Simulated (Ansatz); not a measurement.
Two isomers of H8N2OSi2: A = `N[SiH2][SiH](N)O`, B = `N[Si](N)(O)[SiH3]`.

Computed with Ansatz on PBE0-D4/def2-TZVP structures; ΔE is electronic, products minus reactants. CCSD(T)/CBS adds triple-zeta CCSD(T) − MP2 to the extrapolated MP2 energy (def2 sets, frozen cores). DFT in def2-TZVPP. B3LYP here is the variant with VWN-RPA as its local correlation; programs differ in this. One conformer a species, not always the lowest.

Task: Which is lower in electronic energy at CCSD(T)/CBS, and by how much? (An estimate is asked.)

Result: Ansatz gave: B, by 9.0 kcal/mol.

Task: Give E(B) − E(A) in kcal/mol with B3LYP-D4, CCSD/def2-TZVPP, r2SCAN-D4, PBE-D4, B3LYP, CCSD(T)/def2-TZVPP, HF/def2-TZVPP. (Best estimate.)

Result: Computed: B3LYP-D4 -8.8, CCSD/def2-TZVPP -9.3, r2SCAN-D4 -9.4, PBE-D4 -8.6, B3LYP -8.5, CCSD(T)/def2-TZVPP -9.3, HF/def2-TZVPP -9.1. None reverses the order clearly.

Largest T1 diagnostic: 0.012.
